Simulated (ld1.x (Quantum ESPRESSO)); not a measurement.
Pd (Z = 46): excitation energies, all-electron against TM

ld1.x (Quantum ESPRESSO) 7.5 input, shortened:

```
&input
   title='Pd', zed=46., rel=2, dft='PZ', iswitch=3,
   config='[Kr] 4d10 4f-2 5s0 5p0', rel_dist='average'
 /
 &inputp
   pseudotype=2, tm=.true., lloc=1,
   nlcc=.true., rcore=1.60
 /
4
5S  1  0   0.00   0.00  2.55  2.55  0.0
4D  3  2  10.00   0.00  1.55  1.55  0.0
4F  4  3  -2.00   0.30  3.20  3.20  0.0
5P  2  1   0.00   0.00  3.40  3.40  0.0
 &test
   configts(1)='4d10 5s0 5p0'
 /
```

Open shells are filled in proportion to 2j + 1 (rel_dist='average').

Energies are relative to the spin-unpolarised reference configuration 4d10 5s0 5p0; without spin polarisation the order of configurations can differ from experiment. The p channel is local and has no spin–orbit splitting in the pseudo-atom.

```tsv
valence configuration	charge	ΔE all-electron (eV)	error AE − PS (meV)
4d9 5s0 5p0	+1	9.393	-108
4d8 5s0 5p0	+2	30.475	-608
4d9 5s1 5p0	0	1.439	-110
4d9 5s0 5p1	0	5.317	-123
4d8 5s1 5p0	+1	13.801	-432
```

What are ΔE and the potential's error for 4d7 5s0 5p0?

ΔE = 65.067 eV all-electron; the error (AE − PS) is -1681 meV.

What are ΔE and the potential's error for 4d9.5 5s0 5p0?

ΔE = 3.372 eV all-electron; the error (AE − PS) is -21 meV.
